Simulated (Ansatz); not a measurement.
A structure relaxed at PBE-D4/def2-TZVPD in Ansatz, charge -1, doublet:

```xyz
3

Hf   -0.4767    0.5816    0.2833
S     1.7862    0.6299    0.5726
S    -1.3096   -1.2116   -0.8559
```

(1) Give its formula and point group.

(2) Summarise the bond lengths by kind (pairs closer than 1.2 times the sum of covalent radii, bridged metal pairs left out).

Answers

(1) HfS2⁻ (the lowest doublet isomer of a short search). Point group C2v (tolerance 0.1 Å).

(2) 2 × Hf–S 2.28 Å. The metal has 2 neighbours: S 2.28 Å, S 2.28 Å.

In the def2 sets Hf takes a core potential; there is no spin–orbit coupling. The structure comes from a short search, and lower isomers may exist.
